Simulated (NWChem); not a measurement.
Molecule: MgNH₃O; SMILES [NH2][Mg][OH]

```xyz
6

Mg    -0.3973     0.1480    -0.0010
O     -0.2972     1.9122    -0.0005
H     -0.4368     2.8525     0.0027
N     -0.4489    -1.7383    -0.0018
H     -0.4570    -2.3433    -0.8177
H     -0.4737    -2.3425     0.8144
```
Atoms are numbered in this order, from 1.

Computed with NWChem. STO-3G and 3-21G are far too small for this property and stand as cheap habits. Structure relaxed at the PBE0/def2-SVP level. GIAO values for the isolated, static molecule; σ is the absolute isotropic shielding, δ = σ(reference) − σ with the isolated reference molecule computed at the same levels (1H: tetramethylsilane, 15N: ammonia, 17O: water).

For level Hartree-Fock/STO-3G:

```
Item         Value
-----------  -----
σ Mg1 (ppm)  534.6
δ O2 (ppm)   -79.4
δ H3 (ppm)   -4.27
δ N4 (ppm)   -33.8
δ H5 (ppm)   -3.01
```

**Question.** Estimate the same quantities for level BHandHLYP/pcSseg-1.

**Answer.** 
- σ Mg1 (ppm) = 519.0
- δ O2 (ppm) = -58.6
- δ H3 (ppm) = -0.14
- δ N4 (ppm) = -49.5
- δ H5 (ppm) = -1.88
